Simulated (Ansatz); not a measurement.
Calculated with Ansatz (gas phase, PBE0-D4/def2-TZVP geometries, no zero-point term in ΔE). CCSD(T)/CBS adds triple-zeta CCSD(T) − MP2 to the extrapolated MP2 energy (def2 sets, frozen cores). DFT in def2-TZVPP.

Consider the cleavage of the Si–B bond: `[SiH3]B1CO1` + `FC1NCO1` → `FC1OCN1[SiH3]` + `B1CO1`.

`[SiH3]B1CO1`:

```xyz
9

Si    0.095   -0.783    1.442
B     0.113    0.302   -0.235
C    -0.247    0.712   -1.654
O     0.694    1.397   -0.726
H    -1.295   -0.827    1.969
H     0.519   -2.172    1.119
H     0.996   -0.225    2.483
H    -1.127    1.308   -1.877
H     0.252    0.289   -2.521
```

`FC1NCO1`:

Cartesian coordinates in Å:
```
F -0.970 1.606 1.011
C -0.437 0.870 0.003
N 0.785 0.207 0.354
C 0.104 -1.038 0.004
O -1.127 -0.334 -0.178
H -0.437 1.522 -0.880
H 1.592 0.454 -0.201
H 0.443 -1.513 -0.923
H 0.046 -1.774 0.811
```

`FC1OCN1[SiH3]`:

Cartesian coordinates in Å:
```
F 1.601 -1.059 1.005
C 1.380 0.017 0.176
O 1.623 -0.305 -1.158
C 0.228 -0.137 -1.435
N 0.003 0.290 -0.063
Si -1.368 0.202 0.986
H 2.009 0.822 0.571
H 0.057 0.640 -2.187
H -0.254 -1.076 -1.734
H -1.819 -1.187 1.275
H -0.981 0.872 2.250
H -2.480 0.921 0.315
```

`B1CO1`:

Cartesian coordinates in Å:
```
B -0.314 -0.303 -0.752
C 0.282 0.367 0.463
O -0.394 -0.970 0.393
H -0.639 -0.467 -1.877
H -0.272 1.084 1.062
H 1.337 0.288 0.712
```

```
         level  ΔE (kJ/mol)
        PBE-D4        -39.5
       ωB97M-V        -56.6
 HF/def2-QZVPP        -65.6
MP2/def2-QZVPP        -63.2
```

**Question.** What does CCSD(T)/CBS give? (An estimate is asked.)

**Answer.** Computed: -54.6 kJ/mol. The listed levels differ from it by 15.1, -2.0, -11.0, -8.6 kJ/mol.

Largest T1 diagnostic among the species: 0.016.

The D4 term adds −5.6 kJ/mol with B3LYP and −3.1 kJ/mol with PBE0; it sums over pairs of atoms, weighted by their polarisabilities, and B3LYP, whose exchange is more repulsive, gets the larger term. From PBE to PBE0 (25 % exact exchange), in def2-TZVPP and without D4, ΔE moves by −4.9 kJ/mol.

B3LYP here is the variant with VWN-RPA as its local correlation; programs differ in this.
